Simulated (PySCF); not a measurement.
## How methods differ on the excitation energy of Ir

Ir [Xe] 4f14 5d7 6s2 (4F) → Ir [Xe] 4f14 5d8 6s1, s spin flipped, as a difference of total energies. Calculation: PySCF 2.14, in def2-TZVPPD with the def2 core potential (60 electrons) (6s5p3d2f1g, 59 functions); a scalar-relativistic core potential. Correlated levels: valence: 5s2 5p6 frozen. The calculations carry no spin-orbit coupling.

```json
{"method": "UHF", "excitation energy (eV)": "0.974"}
{"method": "MP2 (valence)", "excitation energy (eV)": "0.627"}
{"method": "SCS-MP2 (valence)", "excitation energy (eV)": "0.473"}
```

Q: How much does correlation contribute at MP2 (valence)?

A: 0.627 − (0.974) = -0.347 eV, measured against UHF.

The upper determinant mixes two multiplicities, so it lies between the two terms.
